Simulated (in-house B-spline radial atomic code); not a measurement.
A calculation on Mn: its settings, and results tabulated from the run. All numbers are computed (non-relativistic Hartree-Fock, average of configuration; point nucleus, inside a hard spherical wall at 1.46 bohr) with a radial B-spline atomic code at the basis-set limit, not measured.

Command:
```bash
python run_scf.py task.json out
```
Settings:
```
Z                25
configuration    [Ar] 3d5 4s2
hamiltonian      nr
method           hf
spin_polarised   False
wall_radius      1.46
```

Output (hartree, bohr):
```
 radial grid: 36 intervals, B-splines of order 8, outer radius 1.46 bohr

 iter        energy (Eh)    residual
    1      -1116.7559597    3.42e-01
    2      -1117.1359528    2.24e-02
    3      -1117.1398506    9.81e-03
    4      -1117.1404810    4.37e-03
    5      -1117.1406058    3.99e-04
    6      -1117.1406103    7.30e-05
    7      -1117.1406104    5.53e-06
    8      -1117.1406104    9.41e-08

 total energy                    -1117.140610
 kinetic                           1242.94355
 electron-nucleus                 -2880.82876
 electron-electron                  520.74460

 orbital      occ     eigenvalue          <r>       <r^2>       <1/r>     <1/r^2>       r_max
 1s         2.000     -235.13579    0.0615447   0.0050806      24.519     1209.83     0.04055
 2s         2.000      -24.44709     0.282955   0.0946815     5.21885     111.694       0.235
 2p         6.000      -19.99556     0.250869   0.0775421      5.1254     36.1249      0.1908
 3s         2.000       -0.48531      0.77113    0.657902     1.77789     18.7528      0.7474
 3p         6.000        1.05068     0.777476    0.671261       1.689     5.98661      0.7637
 3d         5.000        3.25493     0.757997    0.636383     1.51476     2.77357      0.7351
 4s         2.000       10.56751     0.863525    0.870339      1.8707     25.7496       1.133
```

Time taken, with all properties: 0.05 s on 1 thread of Arm Neoverse V1 (shared host).
